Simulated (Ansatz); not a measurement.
Harmonic frequencies (cm⁻¹) at PBE0-D4/def2-TZVP from Ansatz: 57, 118, 158, 330, 355, 473, 524, 575, 620, 633, 751, 909, 932, 952, 1045, 1152, 1248, 1338, 1421, 2230, 2239, 2253, 3122, 3802.

Each molecule was computed in one conformer, which needn't be the lowest.

(1) Which molecule is it?
A. `CO[SiH](F)S`
B. `CC(N)=S`
C. `NCC=C=O`
D. `OC(F)S[SiH3]`

Results:

(1) D.
